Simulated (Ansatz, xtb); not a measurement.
# C4H8BrF: which of two isomers lies lower

We compare a, `CC[C@](C)(F)Br`, a singlet, with b, `C[C@H](Br)[C@@H](C)F`, a singlet. Both are isolated molecules in the gas phase, relaxed with B3LYP-D3(BJ)/def2-SVP, each in the lowest conformer that the search found.

a (Å):

```xyz
14

C    -0.5899    2.5511   -0.1744
C    -0.8758    1.0599   -0.0325
C    -0.8838    0.5400    1.3980
C    -1.2997   -0.9080    1.5415
Br    0.9515    0.7399    2.1953
F    -1.7231    1.3156    2.1532
H     0.4231    2.7951    0.1773
H    -1.3063    3.1413    0.4153
H    -0.6736    2.8589   -1.2275
H    -0.1566    0.4595   -0.6106
H    -1.8788    0.8320   -0.4371
H    -1.2908   -1.2031    2.5991
H    -0.6236   -1.5655    0.9790
H    -2.3231   -1.0220    1.1483
```

b (Å):

```json
{"atom": "C", "x (Å)": "-1.2740", "y (Å)": "0.9359", "z (Å)": "-0.1635"}
{"atom": "C", "x (Å)": "0.1275", "y (Å)": "0.4734", "z (Å)": "0.1872"}
{"atom": "C", "x (Å)": "1.2022", "y (Å)": "1.5258", "z (Å)": "-0.0982"}
{"atom": "C", "x (Å)": "2.6329", "y (Å)": "1.0550", "z (Å)": "0.0629"}
{"atom": "Br", "x (Å)": "0.2105", "y (Å)": "-0.0156", "z (Å)": "2.1091"}
{"atom": "F", "x (Å)": "1.0210", "y (Å)": "1.9140", "z (Å)": "-1.4291"}
{"atom": "H", "x (Å)": "-2.0130", "y (Å)": "0.1507", "z (Å)": "0.0475"}
{"atom": "H", "x (Å)": "-1.5468", "y (Å)": "1.8356", "z (Å)": "0.4090"}
{"atom": "H", "x (Å)": "-1.3097", "y (Å)": "1.1813", "z (Å)": "-1.2356"}
{"atom": "H", "x (Å)": "0.3796", "y (Å)": "-0.4574", "z (Å)": "-0.3401"}
{"atom": "H", "x (Å)": "1.0063", "y (Å)": "2.4142", "z (Å)": "0.5281"}
{"atom": "H", "x (Å)": "3.3204", "y (Å)": "1.8537", "z (Å)": "-0.2513"}
{"atom": "H", "x (Å)": "2.8453", "y (Å)": "0.7945", "z (Å)": "1.1083"}
{"atom": "H", "x (Å)": "2.8157", "y (Å)": "0.1700", "z (Å)": "-0.5667"}
```

Question: Estimate E(b) − E(a) at the level CCSD(T)/def2-SVP + ΔMP2/def2-TZVPP.

Answer: Too close to call at this level: CCSD(T)/def2-SVP + ΔMP2/def2-TZVPP gives E(b) − E(a) = +0.60 kcal/mol.

Level by level:

| level | geometry | E(b) − E(a) (kcal/mol) | departure from the last row (kcal/mol) | job, with rough time for the two |
| --- | --- | --- | --- | --- |
| GFN2-xTB | GFN2-xTB | −0.09 | −0.69 | optimisation, 0.1 s |
| HF/STO-3G | GFN2-xTB | +3.87 | +3.27 | single point, 0.34 s |
| r2SCAN-D4/def2-SVP | GFN2-xTB | +2.56 | +1.96 | single point, 3.2 s |
| B3LYP-D3(BJ)/def2-SVP | B3LYP-D3(BJ)/def2-SVP | +1.45 | +0.85 | optimisation, 20 s |
| HF/def2-SVP | B3LYP-D3(BJ)/def2-SVP | −0.77 | −1.37 | part of the CCSD(T) run |
| MP2/def2-SVP | B3LYP-D3(BJ)/def2-SVP | +1.54 | +0.94 | part of the CCSD(T) run |
| CCSD(T)/def2-SVP | B3LYP-D3(BJ)/def2-SVP | +1.21 | +0.61 | single point |
| CCSD(T)/def2-SVP + ΔMP2/def2-TZVPP | B3LYP-D3(BJ)/def2-SVP | +0.60 |  | single point, 68 s |

As drawn, both hold the same kinds of bond in the same numbers.

The largest departure from CCSD(T)/def2-SVP + ΔMP2/def2-TZVPP is that of HF/STO-3G, 3.27 kcal/mol. The last row adds to CCSD(T) the change of the MP2 difference between the two basis sets, here −0.61 kcal/mol.

With thermal terms from frequencies at re-optimised GFN2-xTB minima (ideal gas, soft modes damped towards free rotors, one conformer each, 298.15 K, 1 atm): on the last row, ΔE + ΔZPE = +0.79, ΔH = +0.74, ΔG = +0.63 kcal/mol.

The correlated steps freeze 14 core orbitals; the filled d shell of Br is correlated, in a basis made for valence electrons. Programs: Ansatz 0.2.0, xtb 6.7.1; the last row on 4 threads of Arm Neoverse V2 on a shared host.
